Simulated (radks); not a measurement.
Question: Valence configurations of Zr III (all share [Kr]). Method: scalar-relativistic Kohn-Sham, PBE, spin-polarised, spherical densities, point nucleus; open shells are filled with parallel spins first (spin-orbit coupling, left out, can overturn this in heavy ions); computed with a radial shooting solver on a logarithmic mesh with Libxc functionals. Order these by energy: 5s2; 5p2; 4d1 5s1; 4d1 5p1; 4d2; 4d0.5 5s1.5; 4d0.5 5p1.5; 4d0.5 5s0.5 5p1; 4d1.5 5s0.5.

Answer: From the lowest, in eV above it: 4d2 0.000; 4d1.5 5s0.5 0.845; 4d1 5s1 1.897; 4d0.5 5s1.5 3.702; 5s2 5.469; 4d1 5p1 6.651; 4d0.5 5s0.5 5p1 8.045; 4d0.5 5p1.5 10.482; 5p2 14.647. NIST lists [Kr] 4d2 as the ground configuration; this level of theory agrees among the configurations tried. The energies are those of spherical high-spin densities, not of single terms.
